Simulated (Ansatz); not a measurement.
Reaction (cleavage of the P–Si bond): `CC[SiH2]P` + `OB(F)F` → `FB(F)OP` + `CC[SiH3]`

Calculated with Ansatz (gas phase, PBE0-D4/def2-TZVP geometries, no zero-point term in ΔE). CCSD(T)/CBS adds triple-zeta CCSD(T) − MP2 to the extrapolated MP2 energy (def2 sets, frozen cores). This one scheme is used for every species. Functionals use def2-TZVPP. B3LYP here is the variant with VWN-RPA as its local correlation; programs differ in this. One conformer a species, not always the lowest.

| level | ΔE (eV) |
| --- | --- |
| PBE0-D4 | 0.64 |
| B3LYP-D4 | 0.47 |
| CAM-B3LYP-D4 | 0.41 |
| PBE | 0.61 |
| revPBE | 0.59 |
| LC-ωPBE | 0.54 |
| HF/def2-SVP | 0.40 |
| MP2/CBS(def2) | 0.58 |

(1) What does CCSD(T)/CBS give? (Best estimate.)

Largest T1 diagnostic among the species: 0.013.

## Answers

(1) Ansatz gave: +0.55 eV. The listed levels differ from it by 0.09, -0.08, -0.14, 0.06, 0.04, -0.01, -0.15, 0.03 eV.

Leaving LDA and LC-ωPBE aside and taking each functional with its dispersion term where it has one, the values, not all of them listed here, spread over 0.24 eV, from CAM-B3LYP-D4 to revPBE-D4. The D4 term adds +0.06 eV with B3LYP and +0.03 eV with PBE0; it sums over pairs of atoms, weighted by their polarisabilities, and B3LYP, whose exchange is more repulsive, gets the larger term.
